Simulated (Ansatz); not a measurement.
Calculated with Ansatz (gas phase, PBE0-D4/def2-TZVP geometries, no zero-point term in ΔE). CCSD(T)/CBS adds triple-zeta CCSD(T) − MP2 to the extrapolated MP2 energy (def2 sets, frozen cores). Functionals use def2-TZVPP. For Ga outer-core shells are correlated without core-valence functions, which leaves a few kJ/mol of doubt a bond. Scalar relativity is left out up to krypton. Each species was taken in one conformer, which may not be the lowest.

`F[Si](F)(S)Cl` + `C#[C][Ga]([F])[F]` → `C#C[Si](F)(F)Cl` + `[F][Ga]([F])[SH]`  (redistribution)

| level | ΔE (kJ/mol) |
| --- | --- |
| r2SCANh-D4 | -36.9 |
| PBE | -36.5 |

(1) What does CCSD(T)/CBS give? (An estimate is asked.)

Largest T1 diagnostic among the species: 0.015.

Answers

(1) Ansatz gave: -33.7 kJ/mol. The listed levels differ from it by -3.2, -2.8 kJ/mol.

Leaving LDA and LC-ωPBE aside and taking each functional with its dispersion term where it has one, the values, not all of them listed here, spread over 7.5 kJ/mol, from B97M-V to ωB97X-V. In def2-TZVPP, CCSD(T) changes the Hartree–Fock value by +5.2 kJ/mol (the triples alone add +0.2 kJ/mol) and MP2 by +5.5 kJ/mol. At CCSD(T), def2-SVP lies −8.2 kJ/mol from the extrapolated value and def2-TZVPP +0.8 kJ/mol.
